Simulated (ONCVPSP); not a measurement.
# P, ONCV: configuration errors across variants

- Element: phosphorus (P)
- Generator: ONCVPSP 4.0.1
- Type: optimised norm-conserving Vanderbilt (ONCV)
- Functional: PBE
- Relativity: scalar-relativistic
- Frozen core: [Ne]
- Valence charge: 5
- Reference configuration: 3s2 3p1 (charge +2)
- Partial waves: 3s: rc 1.65 bohr, ncon 4, nbas 8, qcut 5.1 1/bohr, 2 projectors, debl 2.7 Ha; 3p: rc 1.45 bohr, ncon 4, nbas 7, qcut 5.6 1/bohr, 2 projectors, debl 3.5 Ha; d scattering state at 0.29 Ha: rc 1.45 bohr, ncon 4, nbas 8, qcut 6.9 1/bohr, 2 projectors, debl 1.4 Ha
- Local potential: polynomial inside 1.20 bohr (lpopt 5, dvloc0 0 Ha)
- Core correction: none

In the d channel the program set the typed energies aside and used 0.050, 1.450 Ha.

All-electron excitation energies from the reference (eV): (1) 3s2 3p3 -28.877; (2) 3s2 3p2 -19.147; (3) 3s2 3p0 29.739; (4) 3s2 3p2.5 -25.102.

1 further variants failed, have other tests or too few solved ones, and are left out.

A true bound ghost makes a file unfit for plane-wave use even where its test errors are small: the radial tests pick states by their node count and pass the ghost by.

Errors AE − PS in meV (a dash: test not solved or not reliable):

| change | (1) | (2) | (3) | (4) | bound ghosts | GHOST(+) flags above zero |
| --- | --- | --- | --- | --- | --- | --- |
| base | +3.1 | +2.7 | +8.4 | +3.4 | none | s |
| p: rc 1.16; local potential polynomial inside 1.16 bohr (lpopt 5, dvloc0 0 Ha) | +4.7 | +3.5 | +13 | +4.6 | p | s |
| p: rc 1.34 | +2.3 | +2.3 | +7.9 | +2.8 | none | s |
| p: rc 1.62 | +3.9 | +3.1 | +9.0 | +4.0 | none | s |
| p: rc 1.78 | +3.9 | +3.1 | +9.0 | +4.0 | none | s |
| p: rc 1.9 | +3.4 | +2.9 | +8.5 | +3.7 | none | s |
| p: rc 2.1 | +1.6 | +2.1 | +6.6 | +2.3 | none | s |

(1) Give the same row for: p: rc 1.52.

Answers

(1) +3.5, +2.9, +8.7, +3.8; bound ghosts: none; GHOST(+) flags above zero: s.
